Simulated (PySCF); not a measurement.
# How the method changes the shape and vibrations of F2H2NSi

All numbers below are calculated, not measured. They come from PySCF 2.14.0, an open-source quantum chemistry program, on an isolated molecule that a program drew, which may never have been made. The molecule is F2H2NSi (charge 0, doublet), drawn as the SMILES string `N[Si](F)F`.

The geometry was optimised and harmonic frequencies were computed with HF and MP2, all in the cc-pV(D+d)Z basis, for the commonest isotopes, with a restricted reference for singlets and an unrestricted one otherwise, and a frozen core in MP2. Each result is a local minimum of its method.

Geometry at the HF minimum:
```xyz
6
F2H2NSi, angstrom
N    -0.5971   -0.0143   -1.6642
Si    0.3276    0.2639   -3.0569
F     1.1556    1.6225   -2.8309
F     1.3698   -0.9520   -3.1898
H    -0.9885   -0.9212   -1.4919
H    -1.1709    0.7140   -1.2827
```

Lengths of the bonds as drawn, in Å (atoms numbered as above):
```
  bond     HF    MP2
N1-Si2  1.695  1.718
Si2-F3  1.607  1.628
Si2-F4  1.607  1.628
 N1-H5  1.003  1.019
 N1-H6  1.003  1.019
```

Rotational constants, in GHz:
| constant | HF | MP2 |
|---|---|---|
| A | 7.083 | 6.963 |
| B | 6.983 | 6.756 |
| C | 3.855 | 3.754 |

Harmonic frequencies in cm^-1, each column in rising order, so a row needn't be the same motion in every method:
| rank | HF | MP2 |
|---|---|---|
| 1 | 66 | 114 |
| 2 | 278 | 263 |
| 3 | 327 | 311 |
| 4 | 367 | ? |
| 5 | 425 | 463 |
| 6 | 818 | 774 |
| 7 | 826 | 797 |
| 8 | 951 | 906 |
| 9 | 971 | 939 |
| 10 | 1678 | 1564 |
| 11 | 3779 | 3588 |
| 12 | 3877 | 3694 |

**Estimate the missing MP2 frequency from the HF column.**

A single factor s that minimises the squared misfit of MP2 against s times HF over the other rows is sum(HF x MP2) / sum(HF^2) = 0.9511, with an rms misfit of 26 cm^-1. For rank 4 it gives 0.9511 x 367 = 349 cm^-1. The calculation gives 382 cm^-1, 33 cm^-1 above the estimate. The drawn bonds are on average 1.4 % longer in MP2 than in HF.
